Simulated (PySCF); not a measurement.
# A small calculation by hand: dipole moment from atomic charges

C2H4ClGaO, SMILES C=[CH][Ga]([OH])[Cl]. Atoms are numbered in the order given.

```xyz
9

Ga     0.1326     0.0079     0.0000
Cl    -0.6142     2.0441     0.0000
C     -0.9974    -1.5649     0.0000
C     -0.4645    -2.7953     0.0000
H     -2.0870    -1.4486     0.0000
H     -1.0899    -3.6968     0.0000
H      0.6183    -2.9617     0.0000
O      1.9083    -0.1736     0.0000
H      2.3938     0.6615     0.0000
```
Charge 0, spin multiplicity 1.

Geometry: B3LYP-D3(BJ)/def2-SVP. The structure was generated by enumeration; whether it is a known compound was not checked. The values are those of a single conformer.

Charges (e) from PBE/def2-TZVP (PySCF):

```tsv
atom	Mulliken	ESP fit
Ga1	0.481	0.609
Cl2	-0.280	-0.290
C3	-0.206	-0.214
C4	-0.227	-0.312
H5	0.135	0.124
H6	0.126	0.163
H7	0.148	0.183
O8	-0.486	-0.629
H9	0.309	0.366
```

The dipole moment of the full density is 1.53 D.

Question: What dipole moment does each set of point charges give, and which comes closer to that of the density?

Answer: 
μ = Σ q r, and 1 e Å = 4.8032 D.
Mulliken: Σ q r = (0.031, -0.423, 0.000) e Å, |μ| = 2.04 D.
ESP fit: Σ q r = (-0.030, -0.354, 0.000) e Å, |μ| = 1.71 D.
ESP fit comes closer in size. Point charges leave out the atoms' own dipoles (lone pairs, polarised bonds); fits to the potential absorb them, partitions of the density don't.
